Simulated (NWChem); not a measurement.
Molecule: ZnNH₃O; SMILES [NH2][Zn][OH]

```xyz
6

Zn     0.0021     0.0184     0.0173
O     -0.0062     1.7845    -0.1182
H      0.0209     2.2543     0.7204
N     -0.0058    -1.7898    -0.1124
H     -0.8145    -2.2741     0.2700
H      0.8211    -2.2789     0.2218
```
Atoms are numbered in this order, from 1.

Computed with NWChem. Medium grid unless said otherwise, to which SCAN and Minnesota functionals are sensitive. All runs use the structure optimised with PBE0/def2-SVP. B3LYP is NWChem's, with the RPA form of VWN correlation. Total energies of different functionals are on different scales.

```json
[
 {"level": "B3LYP/def2-SVP", "energy (Ha)": "-1910.8756", "highest occupied level (eV)": "-6.22", "orbital gap (eV)": "5.57", "dipole (D)": "2.69"},
 {"level": "PBE/def2-SVP", "energy (Ha)": "-1910.4058", "highest occupied level (eV)": "-4.99", "orbital gap (eV)": "3.91", "dipole (D)": "2.56"},
 {"level": "PW6B95/def2-SVP", "energy (Ha)": "-1911.8737", "highest occupied level (eV)": "-6.61", "orbital gap (eV)": "6.23", "dipole (D)": "2.73"},
 {"level": "HCTH/407/def2-SVP", "energy (Ha)": "-1911.7391", "highest occupied level (eV)": "-5.12", "orbital gap (eV)": "3.90", "dipole (D)": "2.56"},
 {"level": "BHandHLYP/def2-SVP", "energy (Ha)": "-1910.7159", "highest occupied level (eV)": "-7.90", "orbital gap (eV)": "8.13", "dipole (D)": "2.88"},
 {"level": "TPSSh/def2-SVP", "energy (Ha)": "-1910.8171", "highest occupied level (eV)": "[?]", "orbital gap (eV)": "[?]", "dipole (D)": "2.64"},
 {"level": "BLYP/def2-SVP", "energy (Ha)": "-1910.8688", "highest occupied level (eV)": "-4.84", "orbital gap (eV)": "3.73", "dipole (D)": "2.51"},
 {"level": "M06-2X/def2-SVP", "energy (Ha)": "-1910.7511", "highest occupied level (eV)": "-7.93", "orbital gap (eV)": "8.02", "dipole (D)": "2.87"},
 {"level": "PBE0/def2-SVP", "energy (Ha)": "-1910.4348", "highest occupied level (eV)": "-6.51", "orbital gap (eV)": "6.20", "dipole (D)": "2.76"},
 {"level": "r2SCAN/def2-SVP", "energy (Ha)": "-1910.7464", "highest occupied level (eV)": "-5.35", "orbital gap (eV)": "4.67", "dipole (D)": "2.68"}
]
```

**Question.** What belongs in the gaps?

**Answer.** 
- TPSSh/def2-SVP, highest occupied level (eV): -5.68
- TPSSh/def2-SVP, orbital gap (eV): 5.05
